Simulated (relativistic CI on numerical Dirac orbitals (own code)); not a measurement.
# d6 in a ligand field

Computed with a parametric ligand-field model of a d^n configuration (Racah B and C, spin-orbit zeta, crystal field), exact diagonalisation.

Field parameters in Wybourne normalisation: Oh B⁴₀ = 21Dq, B⁴₄ = √(5/14) B⁴₀; Td as Oh with Dq negative (B⁴₀ = 21Dq, B⁴₄ = √(5/14) B⁴₀). The field is a parameter set, without covalency.

**Question.** Ground term and bands for B = 940, C = 4120, ζ = 0 cm⁻¹, Td, 10Dq = -5150 cm⁻¹?

**Answer.** Ground term 5E with 3.00 electrons in the two orbitals of the cubic e set. Spin-allowed: 5T2 5150 cm⁻¹ (1942 nm). Lowest spin-forbidden: 3T1 17694 cm⁻¹ (565 nm), 3E 20819 cm⁻¹ (480 nm), 3T1 22221 cm⁻¹ (450 nm).

**Question.** Ground term and bands for B = 670, C = 2540, ζ = 0 cm⁻¹, Oh, 10Dq = 11000 cm⁻¹?

**Answer.** Ground term 1A1 with 0.08 electrons in the two orbitals of the cubic e set. Spin-allowed: 1T1 9655 cm⁻¹ (1036 nm), 1T2 16550 cm⁻¹ (604 nm), 1E 20519 cm⁻¹ (487 nm), 1T2 21111 cm⁻¹ (474 nm). Lowest spin-forbidden: 5T2 214 cm⁻¹, 3T1 3992 cm⁻¹ (2505 nm), 3T2 7501 cm⁻¹ (1333 nm).

**Question.** Ground term and bands for B = 960, C = 4420, ζ = 0 cm⁻¹, Oh, 10Dq = 15850 cm⁻¹?

**Answer.** Ground term 5T2 with 2.00 electrons in the two orbitals of the cubic e set. Spin-allowed: 5E 15850 cm⁻¹ (631 nm). Lowest spin-forbidden: 1A1 5103 cm⁻¹ (1960 nm), 3T1 8965 cm⁻¹ (1115 nm), 3T2 13854 cm⁻¹ (722 nm).

**Question.** A d6 ion in Oh symmetry has the ground term 1A1 and bands at 3T1 21132 cm⁻¹ (473 nm), 3T2 24764 cm⁻¹ (404 nm), 1T1 25589 cm⁻¹ (391 nm), 1T2 32888 cm⁻¹ (304 nm), 5T2 35686 cm⁻¹ (280 nm), 1T2 52081 cm⁻¹ (192 nm), 1E 52386 cm⁻¹ (191 nm). Which parameters reproduce them?

**Answer.** B = 510, C = 2110, ζ = 0 cm⁻¹, Oh, 10Dq = 27150 cm⁻¹.

**Question.** A d6 ion in Oh symmetry has the ground term 1A1 and bands at 3T1 31202 cm⁻¹ (320 nm), 3T2 33996 cm⁻¹ (294 nm), 1T1 34273 cm⁻¹ (292 nm), 1T2 39857 cm⁻¹ (251 nm), 5T2 57677 cm⁻¹ (173 nm), 1T2 69211 cm⁻¹ (144 nm), 1E 69455 cm⁻¹ (144 nm). Which parameters reproduce them?

**Answer.** B = 370, C = 1480, ζ = 0 cm⁻¹, Oh, 10Dq = 35500 cm⁻¹.
